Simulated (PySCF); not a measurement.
A calculated (PBE0, PySCF 2.14, ANO-RCC-VTZP, the spin-free X2C one-electron Hamiltonian (Gaussian nucleus)) atom or ion has these occupied shells.

```json
{"shell": "1s α", "electrons": "1", "orbital energy (eV)": "-56.968", "rms radius, mean of both spins (bohr)": "0.674"}
{"shell": "1s β", "electrons": "1", "orbital energy (eV)": "-56.889", "rms radius, mean of both spins (bohr)": "0.674"}
{"shell": "2p α", "electrons": "1", "orbital energy (eV)": "-2.407", "rms radius, mean of both spins (bohr)": "5.03"}
```

**Question.** Name the element and its charge.

**Answer.** Li (lithium, neutral), in [He] 2p1, 2P determinant (an excited configuration).
